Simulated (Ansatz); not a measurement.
`[F][Sn][Cl]` and `[F][Sn][F]` differ in one atom or group.

Ansatz, PBE0-D4/def2-TZVP geometries, multiplicity 1. 

Elements past krypton have def2 core potentials. Outer-core shells of Sn are correlated without core-valence functions. Spin–orbit coupling is left out.

```json
{"property": "LUMO energy (ωB97M-V/def2-TZVPP) / eV", "`[F][Sn][Cl]`": "-1.17"}
{"property": "size of the dipole moment (ωB97M-V/def2-TZVPP) / D", "`[F][Sn][Cl]`": "3.53"}
{"property": "HOMO–LUMO gap (ωB97M-V/def2-TZVPP) / eV", "`[F][Sn][Cl]`": "9.22"}
{"property": "zero-point energy (PBE0-D4/def2-TZVP) / kJ/mol", "`[F][Sn][Cl]`": "6.6"}
{"property": "LUMO energy (PBE/def2-TZVPP) / eV", "`[F][Sn][Cl]`": "-3.61"}
{"property": "vertical ionisation energy (CCSD(T)/def2-TZVPP) / eV", "`[F][Sn][Cl]`": "10.59"}
```

**Question.** Give the same properties after the change, and the shifts. (Estimate.)

**Answer.** Ansatz gave: 
```tsv
property	`[F][Sn][F]`	shift
LUMO energy (ωB97M-V/def2-TZVPP) / eV	-0.98	0.19
size of the dipole moment (ωB97M-V/def2-TZVPP) / D	3.74	0.21
HOMO–LUMO gap (ωB97M-V/def2-TZVPP) / eV	9.93	0.71
zero-point energy (PBE0-D4/def2-TZVP) / kJ/mol	8.3	1.7
LUMO energy (PBE/def2-TZVPP) / eV	-3.44	0.17
vertical ionisation energy (CCSD(T)/def2-TZVPP) / eV	11.28	0.69
```

With PBE0 the HOMO falls by 0.42 eV and the LUMO rises by 0.18 eV, so the gap widens by about 0.60 eV. PBE moves the HOMO by -0.30 eV and ωB97M-V by -0.53 eV. Dipoles are sizes alone; their direction can turn.
